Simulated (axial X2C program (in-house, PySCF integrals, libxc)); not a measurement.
# Low determinants of CoSb at the PBE0 level, two-component

All values were computed with an axial X2C code built on PySCF integrals. Two-component (2c) means X2C with spin–orbit coupling and atomic mean-field two-electron Coulomb and Gaunt terms. Basis: Sb dyall-cv3z [11s12p8d4f1g], Co dyall-cv3z [9s10p6d3f2g] (cores contracted in-house); Gaussian nuclei, density fitting, unrestricted open shells. Masses: Sb 120.904 u, Co 58.933 u.

Search at 2.428 Å (vertical energies from the lowest determinant):

```
ΔE (eV)  state  electrons beyond evenly filled partner blocks  electrons in ±ω = 1/2, 3/2, 5/2, 7/2
   0.00  Ω = 4                               ω = 3/2, ω = 5/2                             50 23 5 0
   0.17  Ω = 3                               ω = 1/2, ω = 5/2                             51 22 5 0
   0.24  Ω = 5                 ω = -1/2, 2 × ω = 3/2, ω = 5/2                             51 22 5 0
   0.33  Ω = 2                              ω = -1/2, ω = 5/2                             51 22 5 0
   0.45  Ω = 1                                    2 × ω = 1/2                             50 22 6 0
   0.50  Ω = 3                 2 × ω = -1/2, ω = 3/2, ω = 5/2                             50 23 5 0
   0.50  Ω = 1                              ω = -1/2, ω = 3/2                             51 21 6 0
```

Lowest determinant, Ω = 4 (⟨Sz⟩ = 1.99, ⟨Lz⟩ = 2.01 at PBE0): Re = 2.425 Å, ωe = 244.3 cm⁻¹.

The determinant in row 2 of the search, Ω = 3 (⟨Sz⟩ = 0.01, ⟨Lz⟩ = 2.99 at PBE0), was followed along the bond at PBE0; measured from the minimum of the lowest determinant it gives:

Te = 0.175 eV (1408 cm⁻¹), Re = 2.433 Å, ωe = 231.4 cm⁻¹.

**Question.** Compare the bond of the determinant in row 2 with that of the lowest one.

**Answer.** At PBE0 its Re is 0.008 Å longer and its force constant, which goes as ωe², is 0.90 times that of the lowest determinant. This determinant mixes spin states, so it has no term energy of its own.

The search compares states at one distance, so a state with another bond length can lie lower; it is not exhaustive and yields mostly the lowest determinant of each block pattern, so other components and higher states of one pattern are missing. These are energies of single determinants, not of spin-adapted states; PBE0 term energies can be off by some tenths of an eV, and the functional has no current term. Open-shell Ω = 0 determinants with evenly filled partner blocks cannot be reached by this program, so the Ω shown need not be the lowest component. The lowest determinant need not be the ground state where others lie within half an eV.
